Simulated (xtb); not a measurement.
Br₃Ga, singlet, geometry from GFN2-xTB (such geometries of metal compounds can be far from the true shape); GFN1-xTB in xtb 6.7.1.

xtb was given this input:
```
$ xtb mol.xyz --gfn 1 --etemp 1000 --json

# file mol.xyz
4

Ga     0.00000000    -0.00000000     0.00000000
Br     2.17032508    -0.33225835    -0.66424648
Br    -0.77422939    -0.98270758     1.92270243
Br    -1.39609569     1.31496593    -1.25845594
```

What the program printed (banner, timings and long lists left out):

```
   ID    Z sym.   atoms
    1   31 Ga     1
    2   35 Br     2-4

           -------------------------------------------------
          |                Calculation Setup                |
           -------------------------------------------------

           -------------------------------------------------
          |                 G F N 1 - x T B                 |
           -------------------------------------------------

          ...................................................
          :                      SETUP                      :
          :.................................................:
          :  # basis functions                  40          :
          :  # atomic orbitals                  36          :
          :  # shells                           12          :
          :  # electrons                        24          :
          :  # halogen bonds                     0          :
          :  max. iterations                   250          :
          :  Hamiltonian                  GFN1-xTB          :
          :  restarted?                      false          :
          :  GBSA solvation                  false          :
          :  PC potential                    false          :
          :  electronic temp.         1000.0000000     K    :
          :  accuracy                    1.0000000          :
          :  -> integral cutoff          0.2500000E+02      :
          :  -> integral neglect         0.1000000E-07      :
          :  -> SCF convergence          0.1000000E-05 Eh   :
          :  -> wf. convergence          0.2000000E-04 e    :
          :  Broyden damping             0.4000000          :
          :  net charge                          0          :
          :  unpaired electrons                  0          :
          ...................................................

 iter      E             dE          RMSdq      gap      omega  full diag
   1    -13.1348007 -0.131348E+02  0.549E+00    4.25       0.0  T
   2    -13.1725103 -0.377096E-01  0.344E+00    4.83       1.0  T
   3    -13.1873935 -0.148832E-01  0.181E+00    4.62       1.0  T
   4    -13.1868955  0.498034E-03  0.318E-01    4.59       1.0  T
   5    -13.1874200 -0.524531E-03  0.118E-02    4.63       4.2  T
   6    -13.1874204 -0.404455E-06  0.633E-03    4.62       7.9  T
   7    -13.1874207 -0.208632E-06  0.781E-05    4.62     640.5  T
   8    -13.1874207 -0.288818E-10  0.804E-07    4.62   62203.7  T

[...]
         :: total energy             -13.150010243824 Eh    ::
[...]
        13                         -0.2677850              -7.2868 (LUMO)
        14                         -0.1789515              -4.8695
        15                         -0.1195500              -3.2531
        16                         -0.1195500              -3.2531
        17                         -0.1090952              -2.9686
        18                         -0.1047850              -2.8513
        19                         -0.1047850              -2.8513
        20                         -0.0909850              -2.4758
        21                         -0.0909850              -2.4758
        22                         -0.0884176              -2.4060
        23                         -0.0860539              -2.3416
       ...                                ...                  ...
        36                          0.7678151              20.8933
      -------------------------------------------------------------
                  HL-Gap            0.1699404 Eh            4.6243 eV
             Fermi-level           -0.3519334 Eh           -9.5766 eV

  Mulliken/CM5 charges         n(s)   n(p)   n(d)
     1Ga    0.26451  0.18689   1.117  0.979  0.640
     2Br   -0.08817 -0.06230   1.907  5.193 -0.012
     3Br   -0.08817 -0.06230   1.907  5.193 -0.012
     4Br   -0.08817 -0.06230   1.907  5.193 -0.012

Wiberg/Mayer (AO) data.
largest (>0.10) Wiberg bond orders for each atom

 ---------------------------------------------------------------------------
     #   Z sym  total        # sym  WBO       # sym  WBO       # sym  WBO
 ---------------------------------------------------------------------------
     1  31 Ga   3.760 --     4 Br   1.253     2 Br   1.253     3 Br   1.253
     2  35 Br   1.432 --     1 Ga   1.253
     3  35 Br   1.432 --     1 Ga   1.253
     4  35 Br   1.432 --     1 Ga   1.253
 ---------------------------------------------------------------------------

Topologies differ in total number of bonds
Writing topology from bond orders to xtbtopo.mol

 dipole moment from electron density (au)
     X       Y       Z
  -0.0000   0.0000  -0.0000  total (Debye):    0.000

           -------------------------------------------------
          | TOTAL ENERGY              -13.150010243824 Eh   |
          | GRADIENT NORM               0.013943253939 Eh/α |
          | HOMO-LUMO GAP               4.624314363965 eV   |
           -------------------------------------------------

normal termination of xtb
```
